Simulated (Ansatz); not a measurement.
Cost and result for the atomization energy of CH6OSiZn (`[SiH3]C[O][ZnH]`) (10 atoms, 9 bonds).

```xyz
10

Si   -0.184    0.966    0.834
C    -0.969    0.011   -0.590
O     0.040   -0.606   -1.347
Zn    1.438   -1.533   -0.734
H     0.647    2.088    0.322
H    -1.135    1.484    1.858
H     0.747   -0.013    1.488
H    -1.698   -0.716   -0.200
H    -1.539    0.690   -1.239
H     2.652   -2.371   -0.392
```

Total charge 0; spin multiplicity 1. For Zn the d shell is correlated and the shells below it are frozen. Scalar relativity is left out up to krypton. The geometry is a stationary point of PBE0-D4/def2-TZVP. It is one conformer, not always the lowest. Program: Ansatz. All runs use 4 threads of an Arm Neoverse V1 on a shared host. Times are those of one run each, without the atoms' runs, and a repeat can differ threefold. Electronic energies, without spin–orbit coupling; frozen cores. CCSD(T)/CBS adds CCSD(T) − MP2 in def2-TZVPP to the MP2 limit, and its time is that of the two runs behind it. T1 = 0.017. With those shells the extrapolation isn't a true limit. B3LYP takes the VWN-RPA correlation (the form of Gaussian; ORCA's B3LYP/G).

CCSD(T)/CBS is a level of theory with its own doubt, some kJ/mol a heavy atom from the limit and from the frozen cores, so smaller differences don't rank the functionals.

| level | functions | wall time |
| --- | --- | --- |
| PBE-D4/def2-TZVPP (with forces) | 252 | 2.7 s |
| PBE0-D4/def2-TZVPP | 252 | 3.6 s |
| r2SCAN-D4/def2-TZVPP (with forces) | 252 | 5.5 s |
| B3LYP-D4/def2-TZVPP (with forces) | 252 | 5.5 s |
| B2PLYP/def2-TZVPP | 252 | 6 s |
| ωB97X-V/def2-TZVPP | 252 | 8.5 s |
| ωB97M-V/def2-TZVPP (with forces) | 252 | 13 s |
| MP2/def2-QZVPP | 464 | 23 s |
| CCSD(T)/def2-TZVPP | 252 | 2.9 min |
| CCSD(T)/CBS(def2) | – | 3.2 min |

Task: What atomization energy does each give, and how far from CCSD(T)/CBS? (Best estimate.)

Result: Ansatz gave: 
| level | atomization (kJ/mol) | difference from CCSD(T)/CBS | per bond |
| --- | --- | --- | --- |
| PBE-D4/def2-TZVPP (with forces) | 3038.3 | 14.7 | 1.6 |
| PBE0-D4/def2-TZVPP | 2996.1 | -27.5 | -3.0 |
| r2SCAN-D4/def2-TZVPP (with forces) | 3038.8 | 15.2 | 1.7 |
| B3LYP-D4/def2-TZVPP (with forces) | 3004.0 | -19.6 | -2.2 |
| B2PLYP/def2-TZVPP | 2975.7 | -47.9 | -5.3 |
| ωB97X-V/def2-TZVPP | 3046.2 | 22.6 | 2.5 |
| ωB97M-V/def2-TZVPP (with forces) | 3026.8 | 3.2 | 0.4 |
| MP2/def2-QZVPP | 3024.4 | 0.8 | 0.1 |
| CCSD(T)/def2-TZVPP | 2944.8 | -78.8 | -8.8 |
| CCSD(T)/CBS(def2) | 3023.6 | 0.0 | 0.0 |

In def2-TZVPP, CCSD(T) changes the Hartree–Fock value by +770.7 kJ/mol (the triples alone add +40.7 kJ/mol) and MP2 by +801.7 kJ/mol; breaking electron pairs costs correlation energy, which Hartree–Fock lacks. From PBE to PBE0 (25 % exact exchange), in def2-TZVPP and without D4, the atomization energy moves by −39.1 kJ/mol: exact exchange takes away binding that semilocal exchange gives to molecules. The D4 term adds +32.8 kJ/mol with B3LYP and +17.1 kJ/mol with PBE0; it sums over pairs of atoms, weighted by their polarisabilities, and B3LYP, whose exchange is more repulsive, gets the larger term.
